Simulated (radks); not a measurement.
Results of a calculation; reference values are marked as such.
Task: Orbital eigenvalues (eV) of neutral zirconium, [Kr] 4d2 5s2, of relativity; Dirac values are averaged over j with weights 2j + 1. Spin-unpolarised spherical Kohn-Sham, BLYP, point nucleus unless stated (finite: rms radius 4.2694 fm), a radial shooting solver on a logarithmic mesh with Libxc functionals. A level marked "c x" has the speed of light scaled by that factor and shares open shells by 2j + 1; other Dirac levels either fill j = l - 1/2 first or share by 2j + 1.

| shell | non-rel. |
|---|---|
| 1s | -17424 |
| 2s | -2376.9 |
| 2p | -2178.6 |
| 3s | -387.86 |
| 3p | -313.42 |
| 3d | -177.67 |
| 4s | -51.996 |
| 4p | -32.008 |
| 5s | -4.1337 |
| 4d | -3.7865 |
| 5p (empty) | -1.3708 |

Give the values at the level "Dirac, c x 10".

Result: 
shell       Dirac, c x 10  change of magnitude (%)
1s                 -17428                    +0.02
2s                -2377.7                    +0.04
2p                -2178.9                    +0.01
3s                -388.01                    +0.04
3p                -313.46                    +0.01
3d                -177.64                    -0.02
4s                -52.018                    +0.04
4p                -32.010                    +0.01
5s                -4.1352                    +0.04
4d                -3.7829                    -0.10
5p (empty)        -1.3705                    -0.02
